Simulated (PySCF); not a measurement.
**Checking a proposed structure**

A compound C$_{7}$H$_{9}$NSi gives the data below (simulated from a calculation) and was assigned the structure `C#C[Si@]1(C)C[C@H](C#N)C1`.

¹³C{¹H} NMR (computed): δ 151.6 (C), 143.9 (CH), 123.5 (C), 40.3 (CH), 36.5 (CH2, 2C), 16.9 (CH).

¹H NMR (300 MHz, computed): δ 6.98 (t, 1H), 4.60 (m, 2H), 2.74 (m, 2H), 2.73 (m, 1H), 1.89 (m, 1H), 1.77 (m, 2H).

How the numbers were obtained: geometry: GFN2-xTB, GIAO PBE0/pcSseg-1 shieldings, in PySCF 2.14 (a single conformation, one averaged value for each set of equivalent atoms, gas phase, relativity neglected).

Chemical shifts δ = σref − σ; ¹H (σ = 31.72 ppm) and ¹³C (σ = 186.93 ppm) against TMS, all at this level.

Question: Compare with the shifts computed for the proposed structure, pairing carbons in order of shift.

Answer: Mapped SMILES: `[CH:1]#[C:2][Si@:3]1([CH3:4])[CH2:5][C@H:6]([C:7]#[N:8])[CH2:9]1` (H(Xn): hydrogen on atom n).

| atom | computed for proposal | given list | difference |
| --- | --- | --- | --- |
| C7 | 129.4 | 151.6 | -22.2 |
| C1 | 106.9 | 143.9 | -37.0 |
| C2 | 89.7 | 123.5 | -33.8 |
| C5 | 25.5 | 40.3 | -14.8 |
| C9 | 25.5 | 36.5 | -11.0 |
| C6 | 17.1 | 36.5 | -19.4 |
| C4 | 1.1 | 16.9 | -15.8 |

The rms difference is 23.8 ppm and the largest -37.0 ppm at C1 (terminal alkyne carbon). The carbon types in order of shift don't match either: C, CH, C, CH2, CH2, CH, CH3 for the proposal against C, CH, C, CH, CH2, CH2, CH in the data. The proposal doesn't fit.

Question: Which isomer fits?

Answer: SMILES N#CC1=C[SiH2][C@H]2C[C@@H]1C2.

1. Carbon types of the structure: 2 × C, 3 × CH, 2 × CH2, leaving 2 H on heteroatoms.
2. δC 151.6: fully substituted alkene carbon; as expected for a trigonal carbon in a double bond.
3. δC 143.9: alkene CH; as expected for a trigonal carbon in a double bond.
4. δC 123.5: nitrile carbon; typical of a nitrile.
5. δH 2.73: hydrogen on an allylic sp3 CH; allylic position.

This is the structure that produced the data.

Shifts are as computed. Against solution values, carbons near 30 ppm lie about +3 ppm off and those near 130 ppm about +5 ppm. Of 1211 compounds with measured shifts, 218 miss one by over three times the rms of a fit or turn the order of signals round; such compounds aren't used in these exercises. Multiplicities follow the n + 1 count of equivalent neighbours, as no J values were calculated; m marks all less simple cases, F and P coupling included.
